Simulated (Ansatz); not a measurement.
Geometry optimisation, RKS LDA/def2-SVP (Ansatz).

Input:

```yaml
crystal:
  periodic: [false, false, false]
  atoms:
    - { symbol: Hf, position_ang: [0.521684, -0.232252, -0.413326] }
    - { symbol: O, position_ang: [-0.63486, -0.326676, 2.621376] }
    - { symbol: H, position_ang: [-1.200885, -1.120915, 2.673818] }
    - { symbol: Cl, position_ang: [1.825472, -0.389768, -2.315755] }
    - { symbol: Cl, position_ang: [-0.141006, 1.982955, -0.307934] }
    - { symbol: Cl, position_ang: [-1.25811, -1.685329, -0.738158] }
    - { symbol: F, position_ang: [1.651801, -0.801263, 1.065241] }
    - { symbol: H, position_ang: [0.289004, -0.684452, 2.684637] }
basis:
  gaussian: { orbitals: def2-SVP }
hamiltonian:
  xc: lda
relax:
  f_tol: 0.03
  max_steps: 50
```

Command:

```bash
$ ansatz run input.yaml --threads 4 --pin off --max-ram 5120MiB --backend cpu --events-out ev --progress --plain --runs-dir out
```

Where does it end, and by what steps?

It converged. After 13 steps the energy has fallen by 0.763 eV; H3 moved furthest, 0.66 Å. Joined: Hf1–O2 (3.25 → 2.28 Å).

```
step  energy less start (eV)  largest force component (eV/Å)  accepted
   0                  0.0000                           1.353       yes
   1                 -0.1865                           1.112       yes
   2                 -0.4152                           1.475       yes
   3                 -0.6547                           1.156       yes
   4                 -0.7183                           0.645       yes
   5                 -0.7441                           0.463       yes
   6                 -0.7525                           0.249       yes
   7                 -0.7570                           0.146       yes
   8                 -0.7591                           0.066       yes
   9                 -0.7622                           0.092       yes
  10                 -0.7605                           0.174        no
  11                 -0.7632                           0.031       yes
  12                 -0.7634                           0.030       yes
  13                 -0.7634                           0.019       yes
```

```xyz
8
Properties=species:S:1:pos:R:3
Hf 0.459 -0.202 -0.043
O -0.436 -0.460 2.036
H -1.184 -1.098 2.015
Cl 1.545 -0.573 -2.073
Cl -0.107 2.055 -0.107
Cl -1.370 -1.684 -0.390
F 1.937 -0.573 1.106
H 0.210 -0.725 2.725
```

Whether the end is a true minimum wasn't checked by a vibrational analysis.

The run took 10 s on 4 threads of Intel(R) Xeon(R) 6975P-C (Granite Rapids) (shared host), peak memory 0.2 GiB.
